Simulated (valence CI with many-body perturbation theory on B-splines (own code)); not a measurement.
Ga¹⁸⁺ in brief

Computed by relativistic CI+MBPT: three valence electrons over a frozen Dirac-Fock core [Ne], a basis of 11 s, 11 p, 10 d, 8 f, 5 g, 2 h functions for each j, with the one-electron correlation potential Σ1 (screened to all orders), the two-electron term Σ2, the three-electron term Σ3, Breit, model QED; selected single and double excitations, second order for the rest, scaled by the run's own slope (own B-spline code, finite nucleus).

No measured spectrum was set against this ion. As an estimate, levels of excited configurations hold to 0.05 to 0.15 % of their energy, terms of the ground configuration to about 0.5 %.

Names give the largest LS component (configuration and term), which can be under half, so a name can repeat, a term be missing and a line seem to break the LS rules; names also repeat where a configuration has a term twice.

Rates and lifetimes use the calculated energies. Strong lines usually hold to 10 to 20 %, long lifetimes can be off by a factor of two.

Question: What is the ground level?

Answer: 3s²3p ²P°_1/2, composition 98 % 3s²3p ²P°, g = 0.664.

Question: Name the longest-lived excited levels whose lifetime is computed, and their main decay.

Answer: 3s²3p ²P°_3/2 at 46587 cm⁻¹ lives 1.10 ms, mostly by M1 to 3s²3p ²P°_1/2; 3s3p² ⁴P_3/2 at 335350 cm⁻¹ lives 31.1 ns, mostly by E1 to 3s²3p ²P°_3/2. The lifetime of 3s3p3d ⁴F°_9/2 is too uncertain to give, and may be longer.

Question: How is the term ²P° of the ground level split?

Answer: J = 1/2 at 0, J = 3/2 at 46587 cm⁻¹.

Question: Among levels below 2791400 cm⁻¹, which E1 lines absorb most strongly from the ground level?

Answer: to 3s²3d ²D_3/2 at 15.50 nm, f = 0.364; to 3s3p² ²S_1/2 at 19.94 nm, f = 0.232; to 3s3p² ²P_3/2 at 17.85 nm, f = 0.128.

Question: Where does the other parity begin?

Answer: At 3s3p² ⁴P_1/2, 313720 cm⁻¹.

Question: What is the ionisation energy?

Answer: 681.89 eV; NIST lists 677 ± 3 eV (semi-empirical).

Question: How well does LS coupling describe the low levels?

Answer: Among the lowest 20 levels the leading LS term, summed over configurations, holds 90 % on average. For single configurations the figures are 82 % in LS and 71 % in jj coupling. Terms mix most in the J = 1/2 level at 501540 cm⁻¹, where the leading one holds 50 %.
